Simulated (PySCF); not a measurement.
Gas-phase reaction: 2 Sn(CH₃)₄ + 2 C₂H₂ (acetylene) ⇌ 2 SnH₂ + 3 C₄H₈ (isobutene)

Energies from PySCF, thermal terms from the rigid-rotor harmonic-oscillator model, ideal gas at 1 bar. † marks an energy on the PBE0/def2-TZVP geometry and frequencies. CCSD(T) freezes the core. All species are closed-shell singlets. Sn: scalar-relativistic def2 core potential, no spin-orbit coupling. SnH₂: computed as isolated molecules; such fragments, hydroxides, amides, oligomers or adducts are transient or little studied in the gas. CCSD(T) isn't extrapolated to the basis-set limit.

PBE0/def2-SVP† gives ΔH°(298 K) = -143 kJ.

### Question
What do r2SCAN/def2-TZVP†, CCSD(T)/def2-SVP†, BLYP/def2-TZVP† give?

### Answer
r2SCAN/def2-TZVP†: -34 kJ; CCSD(T)/def2-SVP†: -113 kJ; BLYP/def2-TZVP†: -83 kJ. For scale, ΔH°(298 K) is -143 kJ at this level, -20 kJ at ωB97M-V/def2-TZVP†, and runs from -685 to 70 kJ over the 16 levels computed.
